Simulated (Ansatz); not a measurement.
Reaction (isomerisation): `C[SiH](O)[Si](O)(F)F` → `O[Si@H](F)C[Si@H](O)F`

Calculated with Ansatz (gas phase, PBE0-D4/def2-TZVP geometries, no zero-point term in ΔE). CBS: MP2 limit from def2 TZ/QZ plus the TZ coupled-cluster correction, frozen cores. DFT in def2-TZVPP. B3LYP here is the variant with VWN-RPA as its local correlation; programs differ in this. One conformer a species, not always the lowest.

| level | ΔE (eV) |
| --- | --- |
| B3LYP-D4 | -0.38 |
| B2PLYP | -0.43 |
| PBE | -0.28 |
| PBE0 | -0.34 |
| B3LYP | -0.36 |
| MP2/def2-TZVPP | -0.54 |
| SCS-MP2/def2-TZVPP | -0.51 |
| HF/CBS(def2) | -0.45 |

Task: What does CCSD(T)/CBS give? (Estimate.)

Result: The calculation gave: -0.46 eV. The listed levels differ from it by 0.08, 0.03, 0.18, 0.12, 0.10, -0.08, -0.05, 0.01 eV.

Largest T1 diagnostic among the species: 0.012.

From PBE to PBE0 (25 % exact exchange), in def2-TZVPP and without D4, ΔE moves by −0.06 eV.
